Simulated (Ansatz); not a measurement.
`C[N](C)[Mg][F]` + `FCBr` → `C[N](C)[MgH]` + `FC(F)Br` at 600 K and 1 bar (formal exchange of groups at a Mg–F bond).

Computed with Ansatz on PBE0-D4/def2-TZVP structures; ΔE is electronic, products minus reactants. CCSD(T)/CBS adds triple-zeta CCSD(T) − MP2 to the extrapolated MP2 energy (def2 sets, frozen cores). For Br, Mg outer-core shells are correlated without core-valence functions, which leaves a few kJ/mol of doubt a bond. Scalar relativity is left out up to krypton. One conformer a species, not always the lowest.

```csv
species,CCSD(T)/CBS energy (Eh),H − E (kJ/mol),S (J/(mol·K))
`C[N](C)[Mg][F]`,-434.17400,278.1,432.8
`FCBr`,-2712.35054,109.9,316.9
`C[N](C)[MgH]`,-334.89311,282.1,402.7
`FC(F)Br`,-2811.54081,94.1,340.9
```

H − E and S are ideal-gas, rigid-rotor, harmonic terms from PBE0-D4/def2-TZVP, for one conformer and one mirror image of each species. 1 Eh = 2625.50 kJ/mol, R = 8.31446 J/(mol·K).

By hand: ΔE, ΔH, ΔS and ΔG.

ΔE = (-334.89311) + (-2811.54081) − (-434.17400) − (-2712.35054) = 0.09062 Eh = 237.9 kJ/mol. Δ(H − E) = 282.1 + 94.1 − 278.1 − 109.9 = -11.8, so ΔH = 226.1 kJ/mol. ΔS = 402.7 + 340.9 − 432.8 − 316.9 = -6.1 J/(mol·K). ΔG = 226.1 − 600 × (-6.1)/1000 = 229.8 kJ/mol.

By hand: the equilibrium constant, and the temperature at which ΔG would vanish if ΔH and ΔS stayed fixed.

log₁₀ K = −ΔG/(RT ln 10) = -20.0. ΔH and −TΔS have one sign here, so there is no such temperature.

The number of gas molecules stays the same, so ΔS is small and ΔH decides. A doubt of 5 kJ/mol in ΔE shifts log₁₀ K by 0.4 here. Other conformers and mirror images would add mixing entropy, several J/(mol·K) or more a flexible species. These are equilibria of isolated gas molecules and say nothing of rates. Largest T1 diagnostic: 0.011 (customary marks: 0.02 for closed shells, 0.045 for open ones).

ΔS is within the doubt of such terms, so its sign, and with it that verdict, could turn.
